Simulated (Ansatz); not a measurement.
`FC[O][SnH3]`, charge 0, multiplicity 1.

Q: Give a relaxed structure at PBE0-D4/def2-TZVP (Ansatz 0.2.0). (Best estimate.)

A: Computed: 
Z-matrix (Å, degrees):
```
C
O 1 1.354
F 1 1.398 2 110.7
H 1 1.095 2 109.7 3 117.5
H 1 1.100 2 113.4 3 -117.9
Sn 2 1.991 1 118.4 3 47.9
H 6 1.700 2 101.6 1 159.4
H 6 1.699 2 108.3 1 -81.6
H 6 1.705 2 106.3 1 40.5
```
This is one stationary point; other conformers may exist.
